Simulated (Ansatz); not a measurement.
One change: `B[SiH](F)[SiH2][SiH3]` becomes `B[SiH](F)[SeH]`.

Ansatz, PBE0-D4/def2-TZVP geometries, multiplicity 1. Each molecule was computed in one conformer, which needn't be the lowest. `B[SiH](F)[SeH]` holds a close contact that its SMILES doesn't draw: Se···B 2.25 Å.

Scalar relativity is left out up to krypton. Spin–orbit coupling is left out; it splits and shifts lone-pair levels of the heavy atoms by tenths of an eV.

```csv
property,`B[SiH](F)[SiH2][SiH3]`
size of the dipole moment (ωB97M-V/def2-TZVPP) / D,1.18
HOMO–LUMO gap (ωB97M-V/def2-TZVPP) / eV,8.99
size of the dipole moment (B3LYP/def2-TZVPP) / D,1.20
LUMO energy (B3LYP/def2-TZVPP) / eV,-2.89
HOMO energy (ωB97M-V/def2-TZVPP) / eV,-9.78
size of the dipole moment (PBE/def2-TZVPP) / D,1.12
```

**Question.** Give the same properties after the change, and the shifts. (Estimate.)

**Answer.** The calculation gave: 
| property | `B[SiH](F)[SeH]` | shift |
| --- | --- | --- |
| size of the dipole moment (ωB97M-V/def2-TZVPP) / D | 0.96 | -0.22 |
| HOMO–LUMO gap (ωB97M-V/def2-TZVPP) / eV | 10.51 | 1.52 |
| size of the dipole moment (B3LYP/def2-TZVPP) / D | 0.96 | -0.24 |
| LUMO energy (B3LYP/def2-TZVPP) / eV | -1.00 | 1.89 |
| HOMO energy (ωB97M-V/def2-TZVPP) / eV | -9.54 | 0.24 |
| size of the dipole moment (PBE/def2-TZVPP) / D | 1.05 | -0.07 |

With PBE0 the HOMO rises by 0.30 eV and the LUMO rises by 1.94 eV, so the gap widens by about 1.64 eV. PBE moves the HOMO by 0.31 eV and ωB97M-V by 0.24 eV. Dipoles are sizes alone; their direction can turn.

Positive LUMOs are unbound, so they and the gaps depend on the basis.

B3LYP here is the variant with VWN-RPA as its local correlation; programs differ in this.
